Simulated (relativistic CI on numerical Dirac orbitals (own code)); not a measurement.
**Tm⁴⁺: 3d photoemission**

Computed with this model: Dirac-Coulomb-Breit CI, orbitals from a KLI potential per configuration, a model potential for QED, valence Slater integrals scaled by 0.8, multiplet model of photoemission in the sudden approximation; configurations [Xe] 4f11 → [Ar] 3d9 4s2 4p6 4d10 4f11 5s2 5p6; 80 K; Lorentzian 0.9 eV and Gaussian 0.7 eV FWHM. Energies are those of the free ion, without screening or charge transfer. The energies are binding energies and can lie tens of eV above those of solids. S is read from ⟨S²⟩ = S(S + 1).

Computed curve for free ion, scaled to 100 at the maximum (points under 2 are left out and the grid is thinned):

Energy (eV), Intensity and a bar:
```
   1524.0        2.0 
   1524.5        2.6 
   1524.9        3.2 
   1525.4        4.5 #
   1525.8        6.1 #
   1526.3       10.2 ###
   1526.7       17.6 #####
   1527.2       40.2 ############
   1527.6       66.7 ####################
   1528.1       76.2 #######################
   1528.5       61.8 ##################
   1529.0       47.4 ##############
   1529.5       44.9 #############
   1529.9       40.3 ############
   1530.4       37.6 ###########
   1530.8       34.6 ##########
   1531.3       33.7 ##########
   1531.7       34.6 ##########
   1532.2       31.1 #########
   1532.6       29.7 #########
   1533.1       24.4 #######
   1533.5       19.6 #####
   1534.0       17.6 #####
   1534.4       16.3 ####
   1534.9       14.5 ####
   1535.4       14.4 ####
   1535.8       15.6 ####
   1536.3       15.9 ####
   1536.7       14.2 ####
   1537.2       13.5 ####
   1537.6       12.1 ###
   1538.1        7.8 ##
   1538.5        5.1 #
   1539.0        3.6 
   1539.4        2.8 
   1539.9        2.3 
   1571.9        2.0 
   1572.3        2.5 
   1572.8        3.3 
   1573.2        4.4 #
   1573.7        6.8 #
   1574.1       10.6 ###
   1574.6       21.2 ######
   1575.0       35.9 ##########
   1575.5       60.0 ##################
   1575.9       84.5 #########################
   1576.4       99.2 ##############################
   1576.8       74.7 ######################
   1577.3       35.1 ##########
   1577.8       18.3 #####
   1578.2       13.6 ####
   1578.7       11.9 ###
   1579.1       12.8 ###
   1579.6       12.4 ###
   1580.0        9.4 ##
   1580.5        6.6 #
   1580.9        5.0 #
   1581.4        3.5 
   1581.8        2.7 
   1582.3        2.1
```

The ground state has S = 1.47, and the centroid lies at 1548.96 eV.
